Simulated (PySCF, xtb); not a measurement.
GeFCl3, SMILES [F][Ge]([Cl])([Cl])[Cl].

GFN2-xTB in xtb at its own geometry gives an orbital gap of 5.25 eV and a dipole moment of 1.69 D.

Coordinates come from a B3LYP-D3(BJ)/def2-SVP optimisation.

What does ωB97X/def2-TZVP (PySCF) give? (Estimate from the structure and the level; the computed values follow.)

gap 12.03 eV (levels -12.29 and -0.26 eV), dipole 0.90 D.
